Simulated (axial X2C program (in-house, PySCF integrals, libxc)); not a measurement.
## Outer orbitals of SnC at 2.020 Å, PBE0

All values were computed with an axial X2C code built on PySCF integrals. Spin-free means the one-electron spin-free X2C Hamiltonian; two-component (2c) means X2C with spin–orbit coupling and atomic mean-field two-electron Coulomb and Gaunt terms, so the difference of the two also holds small scalar two-electron terms. Basis: Sn dyall-cv3z [11s12p9d4f1g], C dyall-v3z [7s6p2d1f] (cores contracted in-house); Gaussian nuclei, density fitting, unrestricted open shells. Masses: Sn 119.902 u, C 12.000 u.

The distance is close to the 2c PBE0 minimum; the highest filled and lowest empty levels are listed.

Spin-free orbitals, state M_S = 1, Λ = 1 (beyond evenly filled blocks: σα, π+α, π+β, π-α) (Löwdin shares):

```json
{"symmetry": "σα", "occupied": "yes", "ε (eV)": "-28.94", "atomic character": "98% Sn d"}
{"symmetry": "δ+β", "occupied": "yes", "ε (eV)": "-28.83", "atomic character": "100% Sn d"}
{"symmetry": "σβ", "occupied": "yes", "ε (eV)": "-28.81", "atomic character": "99% Sn d"}
{"symmetry": "δ-β", "occupied": "yes", "ε (eV)": "-28.80", "atomic character": "100% Sn d"}
{"symmetry": "δ+α", "occupied": "yes", "ε (eV)": "-28.78", "atomic character": "100% Sn d"}
{"symmetry": "δ-α", "occupied": "yes", "ε (eV)": "-28.78", "atomic character": "100% Sn d"}
{"symmetry": "π+α", "occupied": "yes", "ε (eV)": "-28.75", "atomic character": "100% Sn d"}
{"symmetry": "π-α", "occupied": "yes", "ε (eV)": "-28.75", "atomic character": "100% Sn d"}
{"symmetry": "π+β", "occupied": "yes", "ε (eV)": "-28.70", "atomic character": "100% Sn d"}
{"symmetry": "π-β", "occupied": "yes", "ε (eV)": "-28.68", "atomic character": "100% Sn d"}
{"symmetry": "σα", "occupied": "yes", "ε (eV)": "-17.38", "atomic character": "62% C s, 18% Sn s, 10% Sn p"}
{"symmetry": "σβ", "occupied": "yes", "ε (eV)": "-15.04", "atomic character": "47% C s, 34% Sn s, 7% C p"}
{"symmetry": "σα", "occupied": "yes", "ε (eV)": "-11.34", "atomic character": "48% Sn s, 30% C p, 13% C s"}
{"symmetry": "σβ", "occupied": "yes", "ε (eV)": "-9.83", "atomic character": "43% Sn s, 21% Sn p, 21% C s"}
{"symmetry": "σα", "occupied": "yes", "ε (eV)": "-7.36", "atomic character": "50% C p, 31% Sn p, 16% Sn s"}
{"symmetry": "π-α", "occupied": "yes", "ε (eV)": "-7.07", "atomic character": "73% C p, 22% Sn p, 3% Sn d"}
{"symmetry": "π+α", "occupied": "yes", "ε (eV)": "-7.07", "atomic character": "73% C p, 22% Sn p, 3% Sn d"}
{"symmetry": "π+β", "occupied": "yes", "ε (eV)": "-5.53", "atomic character": "65% Sn p, 33% C p"}
{"symmetry": "π-β", "occupied": "no", "ε (eV)": "-3.77", "atomic character": "68% Sn p, 30% C p"}
{"symmetry": "σβ", "occupied": "no", "ε (eV)": "-3.07", "atomic character": "55% C p, 26% Sn p, 9% C s"}
{"symmetry": "π-α", "occupied": "no", "ε (eV)": "-2.06", "atomic character": "73% Sn p, 18% C p, 6% Sn d"}
{"symmetry": "π+α", "occupied": "no", "ε (eV)": "-2.06", "atomic character": "73% Sn p, 18% C p, 6% Sn d"}
```

Spinors with spin–orbit coupling (state Ω = 2):

```tsv
ω	occupied	ε (eV)	atomic character	λ mixture
3/2	yes	-29.36	100% Sn d	82% δ, 18% π
1/2	yes	-29.35	99% Sn d	52% σ, 48% π
-1/2	yes	-29.32	99% Sn d	57% π, 43% σ
-3/2	yes	-29.30	100% Sn d	83% δ, 17% π
1/2	yes	-28.38	99% Sn d	52% π, 48% σ
-5/2	yes	-28.33	100% Sn d	100% δ
-1/2	yes	-28.33	99% Sn d	57% σ, 43% π
5/2	yes	-28.31	100% Sn d	100% δ
3/2	yes	-28.30	100% Sn d	82% π, 18% δ
-3/2	yes	-28.23	100% Sn d	83% π, 17% δ
1/2	yes	-17.40	62% C s, 18% Sn s, 10% Sn p	100% σ
-1/2	yes	-15.01	46% C s, 35% Sn s, 7% C p	100% σ
1/2	yes	-11.30	48% Sn s, 30% C p, 12% C s	100% σ
-1/2	yes	-9.81	43% Sn s, 21% Sn p, 21% C s	100% σ
1/2	yes	-7.35	49% C p, 32% Sn p, 16% Sn s	99% σ, 1% π
-1/2	yes	-7.12	72% C p, 22% Sn p, 3% Sn d	100% π
3/2	yes	-7.08	75% C p, 19% Sn p, 4% Sn d	100% π
1/2	yes	-5.62	67% Sn p, 31% C p	99% π, 1% σ
-3/2	no	-3.65	67% Sn p, 31% C p	100% π
-1/2	no	-3.07	55% C p, 26% Sn p, 9% C s	98% σ, 2% π
-1/2	no	-2.12	72% Sn p, 19% C p, 6% Sn d	99% π, 1% σ
3/2	no	-1.93	75% Sn p, 16% C p, 6% Sn d	100% π
```

Task: How does the gap between the highest filled and lowest empty level change from the spin-free to the 2c table?

Result: From 1.76 to 1.97 eV at PBE0, a change of 0.21 eV.

Mulliken charges and populations of the two-component result (they depend on the basis, above all on diffuse functions):

Sn 0.43 e (s 9.86 p 19.64 d 20.05 f 0.02), C -0.43 e (s 3.79 p 2.61 d 0.02). ⟨Lz⟩ = 1.00 ħ and ⟨Sz⟩ = 1.00 ħ (-0.02 and 1.02 on the two atoms), which add up to Ω.

The state is one determinant whose occupation by symmetry is held fixed; it was picked as the lowest of a PBE0 search that is not exhaustive. Density functionals use the spin component along the axis (collinear). Other states lie close and PBE0, whose exact exchange favours high spin, may order them wrongly; the determinant shown need not be the ground state. The nearest other spin-free determinant of the search, M_S = 1, Λ = 0, lies 0.21 eV up at the distance of the search. Without a current term, density functionals place determinants with orbital angular momentum somewhat too high. With several unpaired electrons one determinant need not be a pure state. Open-shell Ω = 0 determinants with evenly filled partner blocks cannot be reached by this program, so the Ω shown need not be the lowest component. The determinant is spin-polarised beyond a pure state at some levels (its spin-free form has ⟨S²⟩ too high), which makes Re and μ there less reliable.
